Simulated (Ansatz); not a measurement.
`[CH3][AlH][CH]1CC1`. Total charge 0; spin multiplicity 1.

```xyz
14

C    -0.237   -2.210   -0.139
Al    0.256   -0.694   -1.271
C     0.274    1.082   -0.512
C    -0.743    1.451    0.559
C     0.677    1.274    0.942
H    -0.478   -1.927    0.889
H     0.573   -2.945   -0.099
H    -1.105   -2.736   -0.551
H     0.636   -0.933   -2.800
H     0.549    1.920   -1.148
H    -1.143    2.457    0.539
H    -1.458    0.700    0.877
H     1.252    2.160    1.186
H     0.947    0.402    1.527
```

(1) Give the diagnostics of a CCSD(T)/def2-TZVPP run (frozen core, Ansatz). (Best estimate.)

Answers

(1) Computed: T1 = 0.0090, largest single amplitude 0.010, largest double 0.022, (T) share of the correlation energy 3.9 %, 8 CCSD cycles. The RHF solution is stable towards an unrestricted one. T1 lies under the customary mark of 0.02 for closed shells.
